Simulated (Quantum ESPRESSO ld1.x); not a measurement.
The numbers below are computed, except where a source is named.
Q: All-electron atom: Ru II in [Kr] 4d7. Level of theory: scalar-relativistic Kohn-Sham, LDA (Slater exchange, VWN5 correlation), spin-polarised, spherical densities, point nucleus; open shells are filled with parallel spins first (ld1.x of Quantum ESPRESSO 7.5). Some entries of the table are withheld. Estimate them.

orbital,occ.,eigenvalue (hartree),<r^2> (bohr^2),<1/r> (bohr^-1)
1s up,1,-805.3916,0.001513,45.82
1s down,1,-805.3915,0.001513,45.82
2s up,1,-116.0602,0.02506,10.36
2s down,1,-116.0459,0.02506,10.36
2p up,3,-104.0459,0.01971,10.05
2p down,3,-104.0348,0.01971,10.05
3s up,1,-20.6410,0.1864,3.589
3s down,1,-20.6308,0.1863,3.589
3p up,3,-16.6939,0.1895,3.419
3p down,3,-16.6828,0.1894,3.420
3d up,5,-10.3225,0.1771,3.193
3d down,5,-10.3077,0.1769,3.194
4s up,1,-3.1095,(1),(2)
4s down,1,-3.0450,(3),(4)
4p up,3,-2.0130,1.464,1.199
4p down,3,-1.9454,1.461,1.202
4d up,5,-0.4973,3.239,(5)
4d down,2,-0.4326,3.438,(6)

A: 
(1) 4s up <r^2> (bohr^2): 1.179
(2) 4s up <1/r> (bohr^-1): 1.347
(3) 4s down <r^2> (bohr^2): 1.175
(4) 4s down <1/r> (bohr^-1): 1.351
(5) 4d up <1/r> (bohr^-1): 0.8304
(6) 4d down <1/r> (bohr^-1): 0.8179
